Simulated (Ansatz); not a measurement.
`[F][Ti]([F])([F])[O][SiH3]` + CH₃NH₂ → `C[NH][Ti]([F])([F])[F]` + `O[SiH3]`  (ligand exchange at a Ti–O bond)

Program: Ansatz. Geometries: PBE0-D4/def2-TZVP. ΔE: electronic, gas phase. CCSD(T)/CBS adds triple-zeta CCSD(T) − MP2 to the extrapolated MP2 energy (def2 sets, frozen cores). DFT in def2-TZVPP. B3LYP here is the variant with VWN-RPA as its local correlation; programs differ in this. HSE06 is defined as in plane-wave codes. For Ti outer-core shells are correlated without core-valence functions, which leaves a few kJ/mol of doubt a bond. Scalar relativity is left out up to krypton. Each species was taken in one conformer, which may not be the lowest.

`[F][Ti]([F])([F])[O][SiH3]`:

Cartesian coordinates in Å:
```
F 1.060 2.589 -0.135
Ti -0.319 1.571 -0.489
F -1.723 2.169 0.366
F -0.632 1.586 -2.211
O 0.023 -0.076 0.027
Si 0.332 -1.628 0.508
H 0.266 -2.511 -0.681
H -0.692 -2.025 1.504
H 1.685 -1.674 1.111
```

CH₃NH₂:

```xyz
7

C    -0.448   -0.344    0.065
N     0.618    0.635    0.199
H    -0.468   -0.891   -0.889
H    -1.413    0.154    0.184
H    -0.368   -1.079    0.869
H     0.556    1.332   -0.531
H     1.523    0.192    0.103
```

`C[NH][Ti]([F])([F])[F]`:

Cartesian coordinates in Å:
```
C 0.014 -1.451 -0.095
N 0.629 -0.144 -0.181
Ti -0.229 1.456 0.154
F -1.614 1.576 -0.932
F 0.955 2.726 -0.090
F -0.869 1.404 1.797
H 0.038 -1.971 -1.058
H -1.035 -1.353 0.197
H 0.506 -2.078 0.656
H 1.605 -0.166 -0.449
```

`O[SiH3]`:

Cartesian coordinates in Å:
```
O 0.898 0.323 0.856
Si -0.347 -0.150 -0.114
H 1.659 0.729 0.441
H -0.932 1.000 -0.858
H -1.365 -0.736 0.787
H 0.089 -1.166 -1.112
```

```
             level  ΔE (kJ/mol)  difference from CCSD(T)/CBS
            PBE-D4         66.3                         -0.6
         revPBE-D4         65.2                         -1.7
           BLYP-D4         69.2                          2.3
         r2SCAN-D4         70.4                          3.5
            B97M-V         74.1                          7.2
          B3LYP-D4         71.3                          4.4
        r2SCANh-D4         70.7                          3.8
        r2SCAN0-D4         71.4                          4.5
          HSE06-D4         68.8                          1.9
          BHLYP-D4         77.1                         10.2
           ωB97X-V         73.5                          6.6
            B2PLYP         72.9                          6.0
          PBE-QIDH         71.9                          5.0
               PBE         67.4                          0.5
            revPBE         69.1                          2.2
              BLYP         71.9                          5.0
            r2SCAN         70.6                          3.7
              PBE0         69.7                          2.8
             B3LYP         73.0                          6.1
           r2SCANh         70.9                          4.0
           r2SCAN0         71.6                          4.7
             HSE06         69.5                          2.6
             BHLYP         77.5                         10.6
         CAM-B3LYP         74.9                          8.0
           LC-ωPBE         73.9                          7.0
RPA@PBE/def2-TZVPP         70.3                          3.4
       HF/def2-SVP         93.2                         26.3
     CCSD/def2-SVP         89.1                         22.2
  CCSD(T)/def2-SVP         87.0                         20.1
     HF/def2-TZVPP         89.9                         23.0
    MP2/def2-TZVPP         70.0                          3.1
SCS-MP2/def2-TZVPP         73.0                          6.1
   CCSD/def2-TZVPP         75.5                          8.6
CCSD(T)/def2-TZVPP         72.5                          5.6
     HF/def2-QZVPP         90.8                         23.9
    MP2/def2-QZVPP         67.1                          0.2
SCS-MP2/def2-QZVPP         70.3                          3.4
      HF/CBS(def2)         90.9                         24.0
     MP2/CBS(def2)         64.4                         -2.5
    CCSD/CBS(def2)         69.9                          3.0
       CCSD(T)/CBS         66.9                            0
```

Task: What do rigid-rotor, harmonic-oscillator terms from PBE0-D4/def2-TZVP frequencies (298.15 K, 1 bar) make of the CCSD(T)/CBS value? (Best estimate.)

Result: Computed: ΔZPE = -4.8 kJ/mol, ΔH = +62.2 kJ/mol, ΔS = -4 J/(mol·K), ΔG = +63.4 kJ/mol. Modes under 50 cm⁻¹ make the entropy rough.

Largest T1 diagnostic among the species: 0.023, so the coupled-cluster value is less sure than usual.

Leaving LDA and LC-ωPBE aside and taking each functional with its dispersion term where it has one, the values spread over 11.9 kJ/mol, from revPBE-D4 to BHLYP-D4. LDA lies −4.8 kJ/mol from PBE without D4. From BLYP to BHLYP (50 % exact exchange), in def2-TZVPP and without D4, ΔE moves by +5.6 kJ/mol. In def2-TZVPP, CCSD(T) changes the Hartree–Fock value by −17.4 kJ/mol (the triples alone add −3.0 kJ/mol) and MP2 by −19.9 kJ/mol.

CCSD(T)/CBS has its own doubt, a few kJ/mol and more with outer-core shells, so smaller differences from it don't rank the levels.
